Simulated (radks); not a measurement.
Q: The mean radii <r> (bohr) of the occupied orbitals of an atom or ion are listed with their occupations. All-electron calculation, Dirac Kohn-Sham, PBE, spin-unpolarised, spherical densities, point nucleus. Program: a radial shooting solver on a logarithmic mesh with Libxc functionals.

orbital  occ.      <r>
1s1/2       2  0.06644
2s1/2       2   0.3080
2p1/2       2   0.2722
2p3/2       4   0.2749
3s1/2       2   0.9222
3p1/2       2   0.9640
3p3/2       4   0.9710
3d3/2       1    1.080

Name the element and its charge. Open shells, if any, fill j = l - 1/2 first.

A: Z = 23, vanadium, charge +4: V4+ in [Ar] 3d1. The 1s radius gives Z: for a bare nucleus <r> = (2 gamma + 1)/(2Z) with gamma = sqrt(1 - (Z/c)^2), 0.0646 bohr for Z = 23, and screening makes it slightly larger (0.06644 here). The occupations add up to 19, and the charge is Z minus that.
